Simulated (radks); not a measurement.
The numbers below are computed, except where a source is named.
Spherical jellium clusters: N electrons in a uniform positive sphere of charge N and radius rs N^(1/3), rs = 4.48 bohr. Level of theory: non-relativistic Kohn-Sham, LDA (Slater exchange, Perdew-Wang correlation), spin-polarised, spherical densities (a radial shooting solver with Libxc functionals). Levels are named by radial order and angular momentum (1s, 1p, 1d, 2s, ...), and open shells are averaged over m.

N = 26, configuration 1s2 1p6 1d10 2s2 1f(up 6, down 0). This is the lowest configuration that the search found. Occupied and some empty levels:

level    occupation  eigenvalue (eV)  <r> (bohr)
1s up             1          -4.6088       8.348
1s down           1          -4.4271       7.838
1p up             3          -4.1056       9.644
1p down           3          -3.8548       9.427
1d up             5          -3.4375       10.52
1d down           5          -3.1544       10.46
2s up             1          -3.0043       8.137
2s down           1          -2.8733       8.442
1f up             6          -2.6303       11.26
1f down           0          -2.3374       11.30
2p up             0          -2.0174       9.768
2p down           0          -1.8837       9.883
1g up             0          -1.7106       11.97
1g down           0          -1.4247       12.11
2d up             0          -1.0750       11.79
2d down           0         -0.93564       11.99

Energy (eV): total -48.7359, kinetic 37.660, external -1649.6, Hartree 819.00, exchange-correlation -87.366, background 831.60.

Electron density:

r (bohr)  n(r) (e/bohr^3)
0.947            0.003645
2.53             0.003102
4.11             0.002506
5.70             0.002347
7.28             0.002707
8.86             0.003119
10.4             0.002873
12.0             0.001808
13.6            0.0007284
15.2            0.0002101
16.8           0.00005047
18.4           0.00001088
19.9            2.244e-06
